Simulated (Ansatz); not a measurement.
A nudged elastic band was laid between two geometries of AlGaH$_{6}$N (9 atoms, charge 1, multiplicity 1).

Level of theory: RHF/def2-TZVP in Ansatz 0.2.0.

```json
{
 "movable images": "7",
 "climbing image": "yes",
 "spring": "5.0 eV/Å²",
 "optimiser": "quadratic models (default)",
 "start path": "through a guess of the saddle point",
 "force threshold": "0.05 eV/Å",
 "iteration limit": "60",
 "end points": "relaxed"
}
```

First end point:

```xyz
9
Properties=species:S:1:pos:R:3
Al -1.063 0.981 -0.864
N 0.585 0.373 -0.070
Ga 0.498 -1.365 0.952
H -2.013 -0.239 -1.061
H -1.153 2.510 -1.106
H 1.276 0.263 -0.798
H 0.950 1.106 0.518
H 1.078 -2.515 0.098
H -0.158 -1.114 2.330
```

Last end point:

```xyz
9
Properties=species:S:1:pos:R:3
Al -0.953 0.832 -1.135
N 0.212 0.548 0.360
Ga 0.735 -1.374 0.774
H -2.445 0.663 -0.737
H -0.164 1.100 -2.445
H 1.076 1.053 0.237
H -0.182 0.920 1.210
H 0.237 -2.275 -0.384
H 1.484 -1.468 2.120
```

(1) Which bonds break or form, and what moves?

(2) What energy profile does the band end with?

(3) What is the geometry of the highest image?

Results:

(1) No bond is made or broken. The dihedral H5–Al1–N2–H7 goes from 30 to 145°.

(2) It converged. The highest image is number 3 of 0 to 8, 0.0 kJ/mol above the ends, which have the same energy within 2 meV. The top lies less than 8 meV above the higher end, about what the thresholds resolve: the motion is nearly free. A vibrational analysis at the climbing image gives no mode beyond 40i cm⁻¹: the surface is too flat there to confirm a saddle point.

```csv
image,path coordinate (Å),energy (kJ/mol),dihedral H5–Al1–N2–H7 (°)
0,0.00,0.0,30
1,0.59,0.0,50
2,1.19,0.0,70
3,1.78,0.0,90
4,2.27,-0.1,105
5,2.75,-0.1,118
6,3.23,-0.1,129
7,3.72,-0.1,137
8,4.20,-0.1,145
```

(3) 
```xyz
9
Properties=species:S:1:pos:R:3
Al -1.048 0.924 -0.946
N 0.499 0.473 0.117
Ga 0.570 -1.409 0.842
H -2.259 0.068 -0.473
H -0.793 1.973 -2.059
H 1.327 0.669 -0.425
H 0.552 1.101 0.905
H 0.873 -2.385 -0.320
H 0.280 -1.414 2.359
```

The run took 3 min on 2 threads of Intel(R) Xeon(R) Platinum 8488C (Sapphire Rapids) (shared host), peak memory 0.38 GiB.
